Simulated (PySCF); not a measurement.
B3LYP has the VWN-RPA correlation part, as in Gaussian. Excitations are Tamm–Dancoff values on a coarser integration grid. The basis has no diffuse functions, so Rydberg states are missing or too high.

**H3ClSi, SMILES `[SiH3]Cl` (charge 0, multiplicity 1)**

Level of theory: B3LYP-D3(BJ)/def2-TZVP (PySCF 2.14.0).

The HOMO comes out as -8.77 eV. The dipole moment is 0.275 e·Å, the LUMO comes out as -0.34 eV and the HOMO–LUMO gap comes out as 8.42 eV. The S1 excitation (TDA) is 7.22 eV and the S1 oscillator strength comes out as 0.010. The T1 excitation (TDA) comes out as 6.84 eV. The S1–T1 gap (TDA) comes out as 0.39 eV, the total energy is -20452.17 eV and the cost is about 30 core-seconds (a rough figure).

Bond lengths (Å): Si1–Cl2 2.067, Si1–H3 1.476, Si1–H4 1.476, Si1–H5 1.476. Angles (°): Cl2–Si1–H3 108.5, Cl2–Si1–H4 108.5, Cl2–Si1–H5 108.5, H3–Si1–H4 110.4, H3–Si1–H5 110.4, H4–Si1–H5 110.4.
